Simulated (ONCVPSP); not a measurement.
# Ranking ONCV potentials for rhenium

All share these settings but for the change named:

Re, optimised norm-conserving Vanderbilt (ONCV), made with ONCVPSP 4.0.1 (PBE, fully relativistic). Core [Kr] 4d10 4f14, reference 5s2 5p6 5d5 6s1.5 (charge +0.5). Waves: 5s+6s: rc 1.85 bohr, ncon 4, nbas 8, qcut 7.2 1/bohr, 3 projectors, debl 0.8 Ha; 5p: rc 1.15 bohr, ncon 5, nbas 8, qcut 7.7 1/bohr, 2 projectors, debl 2.2 Ha; 5d: rc 2.40 bohr, ncon 4, nbas 8, qcut 5.5 1/bohr, 1 projector. Local part: polynomial inside 0.95 bohr (lpopt 5, dvloc0 6 Ha). Core correction: Teter function, fcfact 4.75, rcfact 1.35.

Open shells are filled in proportion to 2j + 1.

Test errors are all-electron minus pseudo excitation energies from the reference, over 5s2 5p6 5d5 6s2; 5s2 5p6 5d5 6s1; 5s2 5p6 5d5 6s0; 5s2 5p6 5d4 6s0. None of these files shows a bound ghost.

The base gives 3.9 meV.

Of 11 variants that were run, those that failed, showed a ghost or another fault, or gave nearly equal values are left out.

A variant can come out equal or close to the base, since the largest error may sit in a test that the change hardly touches while other tests move.

Problem. Rank these variants by their largest absolute test error, smallest first.
A. d: ncon 5, nbas 9
B. core correction Teter function, fcfact 4.75, rcfact 1.92
C. p: nbas 9
D. scalar-relativistic
E. core correction Teter function, parameters optimised by the program

Solution. A (2.0 meV), C (3.8 meV), D (16.4 meV), B (216.1 meV), E (408.2 meV).
